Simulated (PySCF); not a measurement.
Several compounds and their computed core spectra got separated.

Method used: PySCF, delta-SCF UKS SCAN, pcX-2 on the ionised atom, pcseg-1 elsewhere, spin-free X2C. Geometries: PBE0-D3(BJ)/def2-SVP; isolated species, one conformer each.

Line lists (1s up to Mg, 2p3/2 beyond, nothing for Se; areas count atoms within a level, one atom standing for each set equivalent by bonding):
1. C 1s: 290.66 (area 2), 290.83 (area 2), 290.90 (area 1), 291.18 (area 1), 291.52 (area 1), 291.84 (area 1) eV; N 1s: 404.45 eV
2. C 1s: 290.83 (area 1), 291.12 (area 1), 291.19 (area 1), 291.20 (area 1), 291.21 (area 1), 292.03 (area 1), 292.04 (area 1) eV; N 1s: 404.84 eV
3. C 1s: 290.87 (area 1), 290.95 (area 1), 291.25 (area 1), 293.79 (area 1) eV; Cl 2p3/2: 205.96 eV

Structures:
A. `C/C=C/C(Cl)Cl`
B. `c1c(C#N)ccc(C)c1`
C. `C[C@@H]1C[Se]CC[C@H]1C#N`

Question: Match each list to its structure.

Answer: 
- 1 = B: no other candidate has these counts of sites. C 1s: 290.66 aromatic CH carbon (×2), 290.83 aromatic CH carbon (×2), 290.90 substituted aromatic carbon, 291.18 benzylic-type carbon, 291.52 substituted aromatic carbon, 291.84 nitrile carbon; N 1s: 404.45 nitrile nitrogen.
- 2 = C: no other candidate has these counts of sites. C 1s: 290.83 methyl carbon, 291.12 sp3 carbon bound to selenium, 291.19 sp3 CH carbon, 291.20 ring CH2 carbon, 291.21 sp3 carbon bound to selenium, 292.03 nitrile carbon, 292.04 sp3 carbon next to a nitrile; N 1s: 404.84 nitrile nitrogen.
- 3 = A: no other candidate has this set of levels. C 1s: 290.87 alkene CH carbon, 290.95 alkene CH carbon, 291.25 allylic carbon, 293.79 CHCl2 carbon; Cl 2p3/2: 205.96 alkyl chlorine (×2).

For 2p shells one spin-free hole was relaxed; a mean-field spin–orbit operator and the ground-state splitting of the three 2p orbitals were then diagonalised within the shell. The shell's mean is (2 × 2p3/2 + 2p1/2)/3, and the degeneracies 2j + 1 give areas of 2:1. 2 of these hole states are spin-contaminated (⟨S²⟩ up to 0.88, against 0.75; counted from 0.85) and less certain.
